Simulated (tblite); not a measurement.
C₆H₁₃OPSi.
Z-matrix (Å and degrees, GFN2-xTB geometry), rows numbered from 1:
```
C 
O   1  1.4051
C   2  1.3719  1  118.49
C   3  1.3341  2  121.21  1   171.37
C   4  1.4937  3  125.37  2    -1.68
C   4  1.5011  3  115.35  2   175.94
P   6  1.8631  4  106.20  3    16.87
Si  7  2.2425  6   97.81  4    76.50
C   3  1.5048  2  122.14  1   -12.17
H   1  1.0894  2  105.55  3   177.57
H   1  1.0957  2  111.84  3   -64.07
H   1  1.0944  2  112.11  3    59.03
H   5  1.0900  4  110.52  3   120.33
H   5  1.0904  4  110.46  3  -120.37
H   5  1.0858  4  109.72  3    -0.01
H   6  1.0971  4  110.77  3  -101.77
H   6  1.0930  4  112.66  3   138.14
H   8  1.4624  7  106.84  6    74.62
H   8  1.4660  7  115.13  6   -46.58
H   8  1.4645  7  106.73  6  -167.21
H   9  1.0972  3  110.51  2   -73.98
H   9  1.0925  3  113.69  2    47.12
```

Method: GFN2-xTB as coded in tblite; computed harmonic values from a numerical Hessian at the method's own geometry, unscaled. This tight-binding method is rough: wavenumbers can miss measured ones by several per cent, in bad cases by 10 to 20. Modes of hydrogen on silicon can be 10 to 20 % off. One conformer, not necessarily the lowest.

Harmonic wavenumbers (cm⁻¹): 46.6, 70.6, 77.0, 100.5, 111.8, 191.3, 198.6, 207.1, 230.3, 281.5, 306.3, 399.5, 454.5, 473.0, 485.3, 494.9, 513.0, 534.6, 728.9, 748.6, 754.0, 762.2, 772.7, 798.8, 832.5, 841.1, 952.9, 1016.0, 1031.4, 1077.2, 1095.8, 1115.7, 1122.9, 1150.9, 1179.1, 1188.1, 1246.7, 1278.7, 1396.7, 1408.3, 1441.4, 1450.1, 1477.3, 1478.2, 1482.1, 1483.8, 1728.4, 2233.0, 2245.9, 2266.3, 2889.9, 2893.6, 2920.2, 2943.7, 2946.6, 2953.8, 2986.9, 3004.0, 3020.9, 3061.3.

A = 1515, B = 881.6, C = 731.0 MHz; mass 160.047 u (most abundant isotopes); point group C1, symmetry number 1.

Question: Zero-point energy?

Answer: Half the sum of the wavenumbers: 37292 cm⁻¹ = 106.62 kcal/mol.

Question: Entropy at 298.15 K, 1 bar (ideal gas, RRHO, classical rotation)?

Answer: Translation 41.15, rotation 30.18, vibration 38.67: S = 110.0 cal/(mol K).

Question: And Cp and H(298.15 K) − H(0)?

Answer: Cp = 47.01 cal/(mol K), of which vibrations give 39.06 (their classical limit is 60 R = 119.2); H(298.15 K) − H(0) = 8.42 kcal/mol without the zero-point energy, 6.05 from vibrations.

Question: How do the functions run with temperature in this model?

Answer: 
```tsv
T (K)	S (cal/(mol K))	Cp (cal/(mol K))	H − H(0) (kcal/mol)	G − H(0) (kcal/mol)	ln q(vib)
50	61.3	15.2	0.54	-2.53	0.67
100	74.2	22.6	1.49	-5.93	2.31
373.15	121.5	55.6	12.27	-33.06	11.80
500	139.5	67.9	20.13	-49.63	16.00
750	170.6	85.4	39.46	-88.52	23.81
1000	196.9	96.9	62.36	-134.55	30.98
```

q(vib) and H(0) count from the zero-point level.

Question: What must be added to the electronic energy to get the Gibbs energy at 298.15 K and 1 bar?

Answer: ZPE + [H(298.15 K) − H(0)] − T·S = 106.62 + 8.42 − 32.79 = 82.25 kcal/mol.

Question: Which modes carry the vibrational entropy at 298.15 K?

Answer: 46.6 cm⁻¹: 4.96; 70.6 cm⁻¹: 4.14; 77.0 cm⁻¹: 3.97; 100.5 cm⁻¹: 3.44; 111.8 cm⁻¹: 3.24; 191.3 cm⁻¹: 2.22 cal/(mol K); the other 54 give 16.71 together.

Hindered rotation and anharmonicity are outside this model. Other conformers, if any are populated, would add a mixing term that is left out. The structure is chiral; the term R ln 2 for an equal mix with its mirror image is left out.
